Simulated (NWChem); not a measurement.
**Ionisation of CH₃Li**

```xyz
5

Li     0.9287    -1.2907     0.0000
C     -0.2231     0.3101     0.0000
H     -0.8949     0.3739     0.8799
H     -0.8949     0.3739    -0.8799
H      0.3422     1.2640     0.0000
```
Charge 0, spin multiplicity 1.

All runs are NWChem calculations. The geometry was optimised at PBE0/def2-SVP, a minimum by its harmonic frequencies.

Basis set: def2-TZVP. −ε marks an orbital energy of the parent.

B3LYP has NWChem's definition, with VWN1-RPA local correlation. The structure started from a generated list of species.

**Question.** For the first vertical ionisation energy, −ε(HOMO) of HF gives 7.85 eV and −ε(HOMO) of LDA (SVWN5) gives 4.03 eV. What do −ε(HOMO) of B3LYP, −ε(HOMO) of PBE, G0W0@HF give?

**Answer.** −ε(HOMO) of B3LYP: 4.88 eV; −ε(HOMO) of PBE: 3.92 eV; G0W0@HF: 7.62 eV.
